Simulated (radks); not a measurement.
The numbers below are computed, except where a source is named.
Effect of the nuclear size on the scandium ion Sc+, [Ar] 3d1 4s1. Code: a radial shooting solver on a logarithmic mesh with Libxc functionals. Model: Dirac Kohn-Sham, BLYP, spin-unpolarised, spherical densities, finite nucleus; open shells are shared between the two j in proportion to 2j + 1; Fermi nuclear charge, rms radius 3.5459 fm. The rms radius is varied about that value; shifts are against it.

rms radius (fm),total energy shift (eV),density at nucleus (e/bohr^3),1s1/2 shift (meV),2s1/2 shift (meV),2p1/2 shift (meV)
3.0849,-0.00945,7292,-3.99,-0.325,0.046
3.3722,-0.00371,7273,-1.57,-0.127,0.018
3.5459,0,7263,0.000,0.000,0.000
3.6806,0.00300,7255,1.27,0.103,-0.015
4.0601,0.0120,7235,5.08,0.414,-0.059

Slopes of the eigenvalues against <r^2> in GHz/fm^2, as finite differences over the two radii next to the reference (eigenvalue slopes, not the field-shift constants of lines): 1s1/2 315, 2s1/2 25.6, 2p1/2 -3.65.
